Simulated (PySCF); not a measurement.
# What a mistake does to a calculation on CGeH6N

These are calculations, not measurements. The program is PySCF 2.14.0, an open-source quantum chemistry code, run on an isolated molecule that a program drew, which may never have been made. The molecule is CGeH6N (charge 0, doublet), drawn as the SMILES string `[CH2][GeH2][NH2]`.

Each row is a Hartree-Fock (HF) and frozen-core CCSD(T) single point in the cc-pVDZ basis, meant for a local HF minimum. Run 1 is clean. Each other run has one planted mistake out of seven kinds, and not every kind appears here: one electron removed, one electron added, multiplicity raised by two, geometry at a saddle point, minimal basis STO-3G, one bond length entered in bohr, all coordinates scaled. The reference is restricted for singlets and unrestricted otherwise, and also for a bond in bohr. Adding or removing an electron swaps singlet and doublet. Electrons count all cores. HOMO and LUMO are orbital energies over both spins, the gradient is its largest component, and the lowest frequency (negative if imaginary) is given only where the gradient is small. Bond lengths are over the 8 bonds as drawn. T1 is the CCSD diagnostic: over 0.02 (restricted) or 0.045 (unrestricted) a single reference is doubtful. Germanium has the cc-pVDZ-PP basis, with a core potential (ECP10MDF) in place of its 10 inner electrons, and its 3s, 3p and 3d shells are frozen in CCSD(T).

Geometry of the clean run:
```xyz
9
CGeH6N, angstrom
C    -1.1234   -1.9793    1.8994
Ge   -0.5443   -0.3105    1.1184
N     0.6059   -0.7161   -0.2641
H    -1.2977   -2.8589    1.2868
H    -1.3435   -2.0843    2.9572
H    -1.7059    0.4672    0.4868
H     0.0824    0.5631    2.2215
H     1.4461   -1.1874    0.0262
H     0.8778    0.0796   -0.8164
```

```
run,electrons,basis functions,<S^2>,HOMO (eV),LUMO (eV),gradient (hartree/bohr),lowest frequency (cm^-1),mean bond (Å),longest bond (Å),T1,HF (hartree),CCSD(T) (hartree),mistake
1,51,81,0.762,-10.26,2.65,1.4e-05,115,1.3791,1.931,0.0108,-389.14998,-389.59540,no fault
2,51,81,0.759,-10.14,2.70,7.7e-02,-,1.2743,1.785,0.0099,-389.09330,-389.52714,all coordinates scaled
3,50,81,0.000,-15.54,-6.87,5.9e-02,-,1.3791,1.931,0.0239,-388.83674,-389.26799,one electron removed
4,51,81,3.769,-2.70,0.30,6.0e-02,-,1.3791,1.931,0.0212,-388.93148,-389.36004,multiplicity raised by two
5,52,81,0.000,-0.35,9.11,7.1e-02,-,1.3791,1.931,0.0142,-389.09642,-389.58299,?
```

**Which mistake was planted in run 5, and what did it cost?**

It counts 52 electrons, one more than the clean run, at the same geometry and basis. So the mistake is: one electron added. Subtracting run 1 and multiplying by 627.51 kcal/mol a hartree, the energy moved by 33.6 kcal/mol in HF and 7.8 kcal/mol in CCSD(T).

Cautions from the logs. Run 3: T1 is over the limit, so its CCSD(T) energy is less reliable; run 5: the added electron raises the CCSD(T) energy, so it isn't bound in this basis.
